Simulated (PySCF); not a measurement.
Match each property card to its molecule.

Structures:
1. `C#C/C=C(\C)[Si](F)(F)F`
2. `Fc1ccc(C#P)cc1`
3. `C[SiH](C)[Si@H](P)C=O`

Card P (geometry GFN2-xTB):
* Rotational constants A, B, C: 2.727, 0.741, 0.678 GHz
* Static isotropic polarisability (CAM-B3LYP/def2-SVPD): 82.7 au
* 13C chemical shifts (computed TMS as zero) by class (GIAO PBE0/pcSseg-1): 146.5 (1 C), 134.3 (1 C), 103.5 (1 C), 82.6 (1 C), 20.9 (1 C) ppm
* Strongest line among the 8 lowest singlet transitions (TDDFT CAM-B3LYP/def2-SVPD): S2 at 5.40 eV (230 nm, f = 0.379)
* Lowest triplet excitation (Tamm–Dancoff) (TDA CAM-B3LYP/def2-SVPD): 3.25 eV
* Point group: Cs
* Dipole moment (CAM-B3LYP/def2-SVPD): 3.37 D

Card Q (geometry GFN2-xTB):
* Rotational constants A, B, C: 1.788, 0.862, 0.731 GHz
* Static isotropic polarisability (PBE0/def2-SVPD): 125.8 au
* 13C chemical shifts (computed TMS as zero) by class (GIAO PBE0/pcSseg-1): 248.0 (1 C), -1.8 (1 C), -4.5 (1 C) ppm
* Dipole moment (PBE0/def2-SVPD): 2.97 D
* Point group: C1
* HOMO energy (PBE0/def2-SVPD): -6.98 eV
* Lowest singlet excitation (TDDFT PBE0/def2-SVPD): 3.16 eV (392 nm, f = 0.003)

Card R (geometry GFN2-xTB):
* Rotational constants A, B, C: 5.693, 0.635, 0.571 GHz
* Static isotropic polarisability (CAM-B3LYP/def2-SVPD): 112.3 au
* Point group: C2v
* HOMO energy (CAM-B3LYP/def2-SVPD): -7.85 eV
* Strongest line among the 8 lowest singlet transitions (TDDFT CAM-B3LYP/def2-SVPD): S5 at 5.76 eV (215 nm, f = 0.497)

All species are isolated and taken at one optimised geometry, non-relativistic unless stated. Electronic properties by PySCF. NMR classes are plain means over equivalent atoms (diastereotopic ones count apart unless rotation or inversion swaps them), as if these changed places fast.

Which card belongs to which structure?

P = 1, Q = 3, R = 2. What ties each card to its structure:
- 1 (card P), C5H5F3Si, monoisotopic mass 150.0 u, 9 heavy atoms: 5 C in 5 classes; point group Cs; the least shielded carbon (146.5 ppm) is a fully substituted alkene carbon; an asymmetric top with C = 0.678 GHz; polarisability 82.7 au for 76 electrons; dipole 3.37 D.
- 2 (card R), C7H4FP, monoisotopic mass 138.0 u, 9 heavy atoms: point group C2v; an asymmetric top with C = 0.571 GHz, the lowest such constant on the cards; polarisability 112.3 au for 70 electrons.
- 3 (card Q), C3H11OPSi2, monoisotopic mass 150.0 u, 7 heavy atoms: 3 C in 3 classes; point group C1; the least shielded carbon (248.0 ppm) is a carbonyl carbon; an asymmetric top with C = 0.731 GHz, the highest such constant on the cards; polarisability 125.8 au for 80 electrons; dipole 2.97 D.
